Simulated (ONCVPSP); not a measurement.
**manganese (Mn) ONCV: all-electron and pseudo phase curves**

ONCVPSP 4.0.1 input, shortened (lines: element, Z, core and valence counts, functional; n l f; lmax; l rc ep ncon nbas qcut; lloc lpopt rc5 dvloc0; l nproj debl; icmod fcfact rcfact), PBEsol, scalar-relativistic:

```
  Mn 25.00    3    5  -116133      upf
    1    0    2.00
    2    0    2.00
    2    1    6.00
    3    0    2.00
    3    1    6.00
    3    2    5.00
    4    0    1.50
    4    1    0.50
    2
    0    1.55    0.00    3    8    6.60
    1    1.30    0.00    4    9   13.50
    2    1.30    0.00    3    7   11.40
    2    5    1.30    0.00
    0    2    1.70
    1    2    3.50
    2    0    2.30
    4    0.50    0.00
```

The phase is arctan(r·R′/R) of the radial function R(r), unwrapped; energies in Ha, scanned from -5 to 5 Ha. A pole is an energy at which the radial function vanishes at the test radius. The pseudo phase is shifted by a multiple of π to meet the all-electron one at the reference energy, and phase errors are pseudo minus all-electron; the curves can meet again beyond the range given. Levels narrower than the energy grid can be missing from the lists of poles.

Q: For each channel, where are the poles, and over which energies does the pseudopotential scatter like the atom?

A:

| channel | radius (bohr) | reference energy (Ha) | poles, all-electron | poles, pseudo | unbroken range about the reference energy with phases within 0.05 rad | phase error 1 Ha above the reference energy (rad) |
| --- | --- | --- | --- | --- | --- | --- |
| s | 1.57 | -0.21 | -2.88 | -2.88 | the whole range | +0.004 |
| p | 1.32 | -0.06 | -1.00 | -1.00 | below 3.1 | -0.000 |
| d | 1.32 | -0.28 | 0.91 | 1.03 | below 1.6 | +0.018 |

Phases in the s channel:

```csv
E (Ha),all-electron,pseudo
-4.96,1.204,1.205
-4.72,1.169,1.170
-4.48,1.119,1.121
-4.24,1.042,1.043
-4.00,0.900,0.902
-3.76,0.563,0.565
-3.52,-0.361,-0.359
-3.28,-1.183,-1.183
-3.04,-1.475,-1.475
-2.80,-1.608,-1.608
-2.56,-1.687,-1.687
-2.32,-1.744,-1.744
-2.08,-1.791,-1.791
-1.84,-1.834,-1.834
-1.60,-1.876,-1.876
-1.36,-1.920,-1.920
-1.12,-1.969,-1.968
-0.88,-2.025,-2.024
-0.64,-2.092,-2.092
-0.40,-2.176,-2.176
-0.16,-2.285,-2.284
0.08,-2.429,-2.429
0.32,-2.623,-2.622
0.56,-2.876,-2.874
0.80,-3.179,-3.175
1.04,-3.487,-3.481
1.28,-3.751,-3.744
1.52,-3.954,-3.947
1.76,-4.104,-4.097
2.00,-4.216,-4.209
2.24,-4.301,-4.293
2.48,-4.366,-4.359
2.72,-4.419,-4.412
2.96,-4.462,-4.455
3.20,-4.498,-4.490
3.44,-4.528,-4.520
3.68,-4.554,-4.546
3.92,-4.577,-4.568
4.16,-4.597,-4.588
4.40,-4.615,-4.606
4.64,-4.631,-4.622
4.88,-4.647,-4.636
```
